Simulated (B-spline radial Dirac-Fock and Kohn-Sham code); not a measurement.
Atomic iron: differential elastic cross section for electrons at 2 keV

Method: relativistic (Dirac) partial waves in the static field of the Dirac-Fock atom with Furness-McCarthy exchange, without polarisation or absorption potentials. Computed with a radial B-spline solver.

Input of the calculation (task.json; shells as n, l, electrons):

```json
{"items": [{
  "Z": 26,
  "q": 0,
  "cfg": [[1, 0, 2], [2, 0, 2], [2, 1, 6], [3, 0, 2], [3, 1, 6], [3, 2, 6], [4, 0, 2]],
  "A": 56,
  "rrms": 3.7377,
  "do": "elastic",
  "energies": [[2000, 0]],
  "theta": [0, 1, 2, 3, 5, 7, 10, 15, 20, 25, 30, 40, 50, 60, 70, 80, 90, 100, 110, 120, 130, 140, 150, 160, 170, 180]
}]}
```

Run with: `python xray2_run.py task.json out`

```tsv
θ (°)	dσ/dΩ (a₀²/sr)	Sherman function
0	116	0.000
1	108	0.000
2	88.1	0.000
3	65.7	0.000
5	32.8	0.000
7	17.0	0.000
10	7.60	0.000
15	2.60	0.000
20	1.11	0.000
25	0.582	0.000
30	0.356	0.001
40	0.164	0.005
50	0.0877	0.007
60	0.0534	0.007
70	0.0366	0.001
80	0.0278	-0.007
90	0.0230	-0.017
100	0.0205	-0.024
110	0.0192	-0.028
120	0.0187	-0.028
130	0.0187	-0.026
140	0.0189	-0.022
150	0.0192	-0.017
160	0.0195	-0.011
170	0.0197	-0.006
180	0.0198	0.000
```

The total elastic cross section is 4.16 a₀², the first transport cross section 0.398 a₀² and the second, weighted with (3/2) sin²θ, 0.646 a₀². The mean deflection is ⟨1 − cos θ⟩ = 0.0959, and 3.0 % of the collisions scatter beyond 90°.

On this grid of angles the cross section has a minimum near 130°.

Phase shifts modulo π (rad) for κ = −1 to −5: 1.225, -0.116, -1.052, 1.501, 1.124.
